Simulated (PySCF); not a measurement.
PySCF input (PBE/6-31G*):

```python
import numpy as np, basis_set_exchange as bse
from pyscf import gto, scf, dft, df, tdscf

basis = {'F': gto.basis.parse(bse.get_basis('6-31G*', elements=['F'], fmt='nwchem')), 'Si': gto.basis.parse(bse.get_basis('6-31G*', elements=['Si'], fmt='nwchem'))}
mol = gto.M(
    atom='''
    Si    0.01529876    0.01273124    0.57681924
    F     1.02401244   -0.69021782   -0.46109671
    F    -1.04781051    0.67041367   -0.43617766
    ''',
    basis=basis,
    charge=0,
    verbose=4,
    max_memory=7359,
)
mf = dft.RKS(mol, xc='pbe')
mf.grids.level = 3
mf = mf.density_fit(auxbasis=df.autoaux(mol))
mf.conv_tol = 1e-9
mf.max_cycle = 100
print('smallest overlap eigenvalue', np.linalg.eigvalsh(mol.intor('int1e_ovlp'))[0])
mf.kernel()
dip = mf.dip_moment()
td = tdscf.TDA(mf)
td.nstates = 4
td.kernel()
td.analyze()
osc = td.oscillator_strength()
```

Output:

```
PySCF version 2.14.0

[INPUT] verbose = 4
[INPUT] num. atoms = 3
[INPUT] num. electrons = 32
[INPUT] charge = 0
[INPUT] spin (= nelec alpha-beta = 2S) = 0
[INPUT] symmetry False subgroup None
[INPUT] Mole.unit = angstrom
[INPUT] Symbol           X                Y                Z      unit          X                Y                Z       unit  Magmom
[INPUT]  1 Si     0.015298760000   0.012731240000   0.576819240000 AA    0.028910466445   0.024058556826   1.090030386980 Bohr   0.0
[INPUT]  2 F      1.024012440000  -0.690217820000  -0.461096710000 AA    1.935103059748  -1.304322646094  -0.871346498838 Bohr   0.0
[INPUT]  3 F     -1.047810510000   0.670413670000  -0.436177660000 AA   -1.980074894341   1.266898226465  -0.824256319054 Bohr   0.0

nuclear repulsion = 100.170809851868
number of shells = 20
number of NR pGTOs = 105
number of NR cGTOs = 46
basis = {'F': [[0, [7001.71309, 0.001819616901], [1051.36609, 0.01391607961], [239.28569, 0.06840532453], [67.3974453, 0.2331857601], [21.5199573, 0.4712674392], [7.4031013, 0.3566185462]], [0, [20.8479528, -0.1085069751], [4.80830834, -0.1464516581], [1.34406986, 1.128688581]], [0, [0.358151393, 1.0]], [1, [20.8479528, 0.07162872424], [4.80830834, 0.3459121027], [1.34406986, 0.7224699564]], [1, [0.358151393, 1.0]], [2, [0.8, 1.0]]], 'Si': [[0, [16115.9, 0.001959480216], [2425.58, 0.01492880164], [553.867, 0.07284780801], [156.34, 0.2461300271], [50.0683, 0.4859140535], [17.0178, 0.3250020358]], [0, [292.718, -0.002780941415], [69.8731, -0.03571461817], [22.3363, -0.1149850585], [8.15039, 0.0935634476], [3.13458, 0.6030173068], [1.22543, 0.4189592131]], [0, [1.72738, -0.2446310042], [0.572922, 0.004315737717], [0.222192, 1.098184508]], [0, [0.0778369, 1.0]], [1, [292.718, 0.004438264521], [69.8731, 0.03266793328], [22.3363, 0.1347211372], [8.15039, 0.3286783348], [3.13458, 0.449640458], [1.22543, 0.2613722662]], [1, [1.72738, -0.01779510605], [0.572922, 0.2535390863], [0.222192, 0.8006692724]], [1, [0.0778369, 1.0]], [2, [0.45, 1.0]]]}
ecp = {}
ETB for Si: l = 0, exps = 0.1556738 * 1.8^n , n = 0..17
ETB for Si: l = 1, exps = 0.1556738 * 1.8^n , n = 0..14
ETB for Si: l = 2, exps = 0.1556738 * 1.8^n , n = 0..13
ETB for Si: l = 3, exps = 0.5278369 * 2.2^n , n = 0..3
ETB for F: l = 0, exps = 0.716302786 * 1.8^n , n = 0..13
ETB for F: l = 1, exps = 0.716302786 * 1.8^n , n = 0..10
ETB for F: l = 2, exps = 0.716302786 * 1.8^n , n = 0..9
ETB for F: l = 3, exps = 1.158151393 * 2.2^n , n = 0..2
smallest overlap eigenvalue 0.04095782624671221

******** <class 'pyscf.df.df_jk.DFRKS'> ********
method = DFRKS
initial guess = minao
damping factor = 0
level_shift factor = 0
DIIS = <class 'pyscf.scf.diis.CDIIS'>
diis_start_cycle = 1
diis_space = 8
diis_damp = 0
SCF conv_tol = 1e-09
SCF conv_tol_grad = None
SCF max_cycles = 100
direct_scf = False
XC library pyscf.dft.libxc version 7.1.2
    S. Lehtola, C. Steigemann, M. J. T. Oliveira, and M. A. L. Marques,  SoftwareX 7, 1–5 (2018)
XC functionals = pbe
    J. P. Perdew, K. Burke, and M. Ernzerhof,  Phys. Rev. Lett. 77, 3865 (1996)
    J. P. Perdew, K. Burke, and M. Ernzerhof,  Phys. Rev. Lett. 78, 1396 (1997)
    J. P. Perdew, K. Burke, and M. Ernzerhof,  Phys. Rev. Lett. 77, 3865 (1996)
    J. P. Perdew, K. Burke, and M. Ernzerhof,  Phys. Rev. Lett. 78, 1396 (1997)
radial grids:
    Treutler-Ahlrichs [JCP 102, 346 (1995); DOI:10.1063/1.469408] (M4) radial grids

becke partition: Becke, JCP 88, 2547 (1988); DOI:10.1063/1.454033
pruning grids: <function nwchem_prune>
grids dens level: 3
symmetrized grids: False
atomic radii adjust function: <function treutler_atomic_radii_adjust>
small_rho_cutoff = 0
Set gradient conv threshold to 3.16228e-05
Initial guess from minao.
tot grids = 47704
init E= -489.038687827666
  HOMO = -0.266600655736163  LUMO = -0.103043293365595  gap/eV = 4.45062
cycle= 1 E= -488.774151364723  delta_E= 0.265  |g|= 0.844  |ddm|= 1.71
  HOMO = -0.188105690411713  LUMO = -0.0726540048097504  gap/eV = 3.14160
cycle= 2 E= -488.073402663796  delta_E= 0.701  |g|= 2.14  |ddm|= 1.79
  HOMO = -0.243933520522717  LUMO = -0.0942337945974572  gap/eV = 4.07354
cycle= 3 E= -488.89699097993  delta_E= -0.824  |g|= 0.0469  |ddm|= 1.35
  HOMO = -0.254657721273523  LUMO = -0.100763768412221  gap/eV = 4.18767
cycle= 4 E= -488.89776959953  delta_E= -0.000779  |g|= 0.0239  |ddm|= 0.122
  HOMO = -0.250893207719831  LUMO = -0.0985702817203729  gap/eV = 4.14492
cycle= 5 E= -488.897939591648  delta_E= -0.00017  |g|= 0.00305  |ddm|= 0.0346
  HOMO = -0.25095698129783  LUMO = -0.0985588317149575  gap/eV = 4.14696
cycle= 6 E= -488.897941326255  delta_E= -1.73e-06  |g|= 0.000228  |ddm|= 0.00196
  HOMO = -0.250995472039674  LUMO = -0.0985898917052697  gap/eV = 4.14717
cycle= 7 E= -488.897941334404  delta_E= -8.15e-09  |g|= 6.5e-05  |ddm|= 0.000231
  HOMO = -0.250993675391003  LUMO = -0.0985869176936407  gap/eV = 4.14720
cycle= 8 E= -488.897941334675  delta_E= -2.71e-10  |g|= 5.45e-05  |ddm|= 7.18e-05
  HOMO = -0.250992767762029  LUMO = -0.0985857993197681  gap/eV = 4.14720
cycle= 9 E= -488.897941335198  delta_E= -5.23e-10  |g|= 2.76e-06  |ddm|= 3.5e-05
  HOMO = -0.250992625852274  LUMO = -0.0985858263204209  gap/eV = 4.14720
Extra cycle  E= -488.897941335194  delta_E= 3.75e-12  |g|= 5.56e-06  |ddm|= 6.27e-06
converged SCF energy = -488.897941335194
Dipole moment(X, Y, Z, Debye):  0.01885,  0.01569,  0.71112

******** <class 'pyscf.tdscf.rks.TDA'> for <class 'pyscf.df.df_jk.DFRKS'> ********
nstates = 4 singlet
deg_eia_thresh = 1.000e-03
wfnsym = None
conv_tol = 1e-05
eigh lindep = 1e-12
eigh level_shift = 0
eigh max_cycle = 100
chkfile = tmpf8k17yqa

Excitation energies (eV)
[5.59077023 6.82004618 7.63722002 8.15555737]

** Singlet excitation energies and oscillator strengths **
Excited State   1:      5.59077 eV    221.77 nm  f=0.2124
      10 -> 17        0.10275
      16 -> 17       -0.68750
Excited State   2:      6.82005 eV    181.79 nm  f=0.0000
      15 -> 17       -0.70702
Excited State   3:      7.63722 eV    162.34 nm  f=0.0965
      14 -> 17       -0.47191
      16 -> 18        0.51415
Excited State   4:      8.15556 eV    152.02 nm  f=0.0303
      13 -> 17        0.69745

** Transition electric dipole moments (AU) **
state          X           Y           Z        Dip. S.      Osc.
  1        -0.6828     -1.0405      0.0411      1.5507      0.2124
  2         0.0000      0.0000     -0.0000      0.0000      0.0000
  3         0.6003     -0.3942     -0.0072      0.5158      0.0965
  4         0.2134      0.3253     -0.0128      0.1515      0.0303

** Transition velocity dipole moments (imaginary part, AU) **
state          X           Y           Z        Dip. S.      Osc.
  1        -0.0382     -0.0583      0.0023      0.0049      0.0158
  2         0.0000     -0.0000      0.0000      0.0000      0.0000
  3         0.1454     -0.0955     -0.0017      0.0303      0.0719
  4         0.0277      0.0422     -0.0017      0.0026      0.0057

** Transition magnetic dipole moments (imaginary part, AU) **
state          X           Y           Z
  1        -0.9577      0.6290      0.0115
  2        -0.0072     -0.0060     -0.2711
  3        -0.5401     -0.8231      0.0325
  4         0.1820     -0.1195     -0.0022
```
